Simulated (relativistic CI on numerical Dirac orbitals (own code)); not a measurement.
**Level scheme of Ge VI**

Method of calculation: Dirac-Coulomb-Breit CI, orbitals from a KLI potential per configuration, model QED (radiative potential, 1s self-energy scaled to tabulated hydrogen-like ionisation energies), valence Slater integrals scaled by 0.9, configuration energies shifted to the measured levels that pair with them (semi-empirical) (own radial code, finite nucleus).

CI space (outside the closed core [Ne]): 3s2 3p6 3d9, 3s2 3p6 3d8 4s, 3s2 3p6 3d8 4p, 3s2 3p5 3d10, 3s2 3p6 3d8 4d, 3s2 3p6 3d8 5s, 3s2 3p6 3d8 5p, 3s2 3p6 3d8 4f, 3s2 3p6 3d7 4s2, 3s2 3p6 3d8 5d, 3s 3p6 3d10, 3s2 3p6 3d8 5f, 3s2 3p6 3d8 5g, 3s2 3p6 3d7 4s 4p, 3s2 3p6 3d7 4p2, 3s2 3p6 3d7 4s 4d, 3s2 3p6 3d7 4p 4d. Levels of other configurations are missing.

```csv
No.,Configuration,Term,J,E (eV),%,Next component (%),Lifetime (s)
41,3d8(1D) 4p,2F°,7/2,54.1029,85,13 4D°,1.89e-10
42,3d8(1D) 4p,2D°,3/2,54.1402,56,23 2P°,8.17e-11
43,3d8(1D) 4p,2P°,1/2,54.2064,88,8 4P°,4.35e-10
44,3d8(1D) 4p,2D°,5/2,54.3913,84,9 4P°,7.97e-11
45,3d8(1D) 4p,2P°,3/2,54.4710,54,34 2D°,2.04e-10
46,3d8(3P) 4p,4D°,1/2,54.7299,95,4 2P°,3.28e-10
47,3d8(3P) 4p,4D°,3/2,54.7457,79,9 2P°,2.13e-10
48,3d8(3P) 4p,4D°,5/2,54.7541,62,22 2D°,3.09e-10
49,3d8(3P) 4p,4D°,7/2,54.8990,77,23 2F°,1.83e-10
50,3d8(1G) 4p,2H°,9/2,54.9821,97,2 2G°,5.16e-10
51,3d8(3P) 4p,2D°,5/2,55.2758,67,30 4D°,2.79e-10
52,3d8(3P) 4p,2P°,3/2,55.2831,85,13 2D°,3.88e-11
53,3d8(1G) 4p,2H°,11/2,55.4295,100,,4.61e-10
54,3d8(1G) 4p,2F°,7/2,55.4724,87,10 4D°,1.03e-10
55,3d8(3P) 4p,2D°,3/2,55.4947,82,10 4D°,1.58e-10
56,3d8(3P) 4p,2P°,1/2,55.7153,79,16 2S°,4.45e-11
57,3d8(1G) 4p,2F°,5/2,55.7307,96,4 2D°,7.41e-11
58,3d8(3P) 4p,4S°,3/2,55.9721,96,2 2P°,3.48e-10
59,3d8(3P) 4p,2S°,1/2,55.9886,81,18 2P°,1.46e-10
60,3d8(1G) 4p,2G°,7/2,56.6447,96,3 2F°,3.50e-10
61,3d8(1G) 4p,2G°,9/2,56.7170,98,2 2H°,3.77e-10
62,3d8(1S) 4p,2P°,1/2,61.8016,99,,1.65e-10
63,3d8(1S) 4p,2P°,3/2,62.3201,99,,1.84e-10
64,3d8(3F) 4d‡,4D,7/2,69.3547,94,6 4F,1.03e-10
65,3d8(3F) 4d‡,4D,5/2,69.4407,58,38 4P,9.95e-11
66,3d8(3F) 4d‡,4H,13/2,69.6080,100,,1.02e-10
67,3d8(3F) 4d‡,4H,11/2,69.6719,56,27 2H,9.91e-11
68,3d8(3F) 4d‡,4D,3/2,69.6849,63,20 4P,1.04e-10
69,3d8(3F) 4d‡,4G,9/2,69.8054,43,39 4F,9.85e-11
70,3d8(3F) 4d‡,4G,11/2,69.8167,70,29 2H,1.04e-10
```

Energies count from the lowest computed level; ° marks odd parity; lifetimes are radiative, by E1, M1, E2 decay to levels of this space only. Percentages are summed over parent terms; the parents shown are those of the largest component, closed shells are left out there. ‡ marks configurations that were not tied to measured data.

The mean weight of the leading LS term, summed over parents, in these 30 levels is 81 %, and that of the leading jj configuration (from the same eigenvectors) 58 %, so LS coupling describes them better.

Configurations whose levels could be paired with our table of measured levels were shifted onto them, all but the ground configuration, by the median error of their levels; single terms can still be off by 1,000 to 2,000 cm⁻¹ or more, and rates follow the energies as ν³ (E1, M1) or ν⁵ (E2). The others borrow a shift and can be off by several thousand cm⁻¹ or more. 40 of the 48 excited levels that our extract of the measured tables holds in this range could be paired (the sources list more); they are missed by 626 cm⁻¹ on average and 2976 at most, after the shifts were fitted to these levels, and levels without a partner can miss by more.

LS names give the leading component of a level, which can be under half, so a name can repeat, a term be missing and a line seem to break the LS rules.
